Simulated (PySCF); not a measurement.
**Vertical excitation energies**

Species: C₂H₉PSi.
InChI=1S/C2H9PSi/c1-3-2-4/h3H,2H2,1,4H3

Level of theory: TDDFT PBE0/def2-SVPD, vertical, gas phase, core orbitals frozen in the response in PySCF 2.14.0, density-fitted response routines. Geometry: GFN2-xTB, one conformer, isolated molecule. Torsions of this conformer, `[CH3:1][PH:2][CH2:3][SiH3:4]`: C1–P2–C3–Si4 -165°.

Question: List the vertical singlet excitations with oscillator strengths and describe the spectrum.

Answer: 

```tsv
state	E (eV)	ν̃ (cm⁻¹)	f	|μ| (D)	main configurations (H = HOMO, L = LUMO)
S1	6.00	48410	0.025	1.05	H→L (98%)
S2	6.20	50000	0.069	1.71	H→L+1 (96%)
S3	6.90	55650	0.025	0.97	H→L+3 (77%), H→L+2 (18%)
S4	6.99	56370	0.017	0.79	H→L+2 (80%), H→L+3 (16%)
S5	7.42	59810	0.052	1.37	H→L+5 (65%), H→L+4 (29%)
S6	7.47	60260	0.032	1.07	H→L+4 (66%), H→L+5 (28%)
S7	7.62	61490	0.030	1.01	H→L+6 (67%), H-1→L (25%)
S8	7.68	61930	0.070	1.56	H-1→L (69%), H→L+6 (26%)
```

Triplets (Tamm–Dancoff): T1 5.13 eV, H→L (49%), H→L+1 (32%); T2 5.30 eV, H→L+1 (55%), H→L (24%), H→L+6 (9%); T3 6.45 eV, H→L+3 (66%), H→L (15%), H→L+6 (10%).

The lowest singlet lies at 6.00 eV (207 nm, ultraviolet) and is weak; its leading configuration is HOMO→LUMO (98%). The largest oscillator strength of a single state is 0.070. Löwdin shares by element: HOMO phosphorus 63%, carbon 23%, hydrogen 7% or more; LUMO silicon 21%, phosphorus 17%, carbon 13% or more, hydrogen 8% or more (atoms not listed hold the other 40%). Of the 8 states listed, 8 reach f = 0.01 and none stays under 0.0005. The listed states span 1.68 eV, and the widest gap between neighbours is 0.70 eV (S2 to S3). Orbital energies (eV): HOMO-3 -9.62, HOMO-2 -9.38, HOMO-1 -8.64, HOMO -6.85, LUMO 0.24, LUMO+1 0.48, LUMO+2 0.98. The window holds the lowest 8 singlets.

The run took 13 s of wall time on Arm Neoverse V1, one thread, shared host with 32 logical CPUs at a one-minute load of 10, and the process peaked at 0.62 GiB of memory.
